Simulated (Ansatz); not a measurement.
Two members of one family (Series SiMe2X2), computed with Ansatz in the gas phase. The two geometries come from different levels. Binding counts from free atoms in the multiplicity of their measured ground term, without zero-point energy. The structures are stationary points that may keep the symmetry of their start.

First: Si(OAc)2Me2 (singlet, charge 0, r2SCAN-D4/def2-SVP geometry).

Cartesian coordinates in Å:
```
Si 0.6373 0.8478 -0.4164
O 0.0684 -0.4773 -1.3306
C 0.0506 -1.7373 -0.8456
C -0.7222 -2.6672 -1.7339
O 0.5790 -2.0408 0.2000
H -0.6059 -3.7020 -1.3913
H -0.3985 -2.5588 -2.7785
H -1.7839 -2.3760 -1.6909
O 0.1214 0.7305 1.2062
C -1.1187 0.3172 1.5445
C -1.2407 0.0583 3.0158
O -1.9971 0.1566 0.7276
H -2.2853 -0.1396 3.2822
H -0.8408 0.9067 3.5904
H -0.6202 -0.8188 3.2610
C -0.1144 2.3339 -1.2241
H 0.1686 3.2596 -0.6978
H -1.2111 2.2429 -1.2081
H 0.2103 2.4217 -2.2734
C 2.4865 0.8190 -0.3269
H 2.8669 1.6696 0.2605
H 2.9355 0.8662 -1.3308
H 2.8141 -0.1123 0.1601
```

```csv
level,HOMO (eV),LUMO (eV),gap (eV),binding per atom (eV)
PBE-D4/def2-SVP,-5.98,-0.87,5.11,4.60
r2SCAN-D4/def2-TZVP,-6.52,-0.79,5.74,4.47
r2SCANh-D4/def2-TZVP,-7.16,-0.38,6.78,4.43
B3LYP-D4/6-31G,-7.47,-0.13,7.34,4.21
PBE0-D4/def2-SVP,-7.75,0.20,7.96,4.50
```

Second: SiEt2Me2 (singlet, charge 0, B3LYP-D4/def2-SVP geometry).

Cartesian coordinates in Å:
```
Si -0.2693 0.1511 -0.2914
C -0.5573 1.6354 0.8542
C 0.6612 2.0731 1.6796
H -1.3997 1.3870 1.5265
H -0.9150 2.4766 0.2320
H 0.4388 2.9426 2.3195
H 1.0153 1.2650 2.3413
H 1.5097 2.3549 1.0326
C 0.2574 -1.3516 0.7413
C 0.4245 -2.6584 -0.0489
H -0.4879 -1.4904 1.5463
H 1.2044 -1.0996 1.2547
H 0.7470 -3.4938 0.5939
H -0.5196 -2.9640 -0.5305
H 1.1766 -2.5558 -0.8491
C 1.0901 0.5643 -1.5405
H 0.8323 1.4639 -2.1254
H 1.2442 -0.2636 -2.2536
H 2.0531 0.7550 -1.0386
C -1.8719 -0.2377 -1.2151
H -2.6756 -0.5245 -0.5152
H -1.7351 -1.0676 -1.9275
H -2.2230 0.6380 -1.7863
```

Question: What does the change do? Estimate second minus first.

Answer: 
```json
{"level": "PBE-D4/def2-SVP", "Δ HOMO (eV)": "-0.37", "Δ LUMO (eV)": "1.49", "Δ gap (eV)": "1.85", "Δ binding per atom (eV)": "-0.53"}
{"level": "r2SCAN-D4/def2-TZVP", "Δ HOMO (eV)": "-0.14", "Δ LUMO (eV)": "1.57", "Δ gap (eV)": "1.71", "Δ binding per atom (eV)": "-0.46"}
{"level": "r2SCANh-D4/def2-TZVP", "Δ HOMO (eV)": "0.02", "Δ LUMO (eV)": "1.37", "Δ gap (eV)": "1.35", "Δ binding per atom (eV)": "-0.43"}
{"level": "B3LYP-D4/6-31G", "Δ HOMO (eV)": "0.13", "Δ LUMO (eV)": "2.03", "Δ gap (eV)": "1.90", "Δ binding per atom (eV)": "-0.28"}
{"level": "PBE0-D4/def2-SVP", "Δ HOMO (eV)": "0.09", "Δ LUMO (eV)": "1.23", "Δ gap (eV)": "1.14", "Δ binding per atom (eV)": "-0.45"}
```
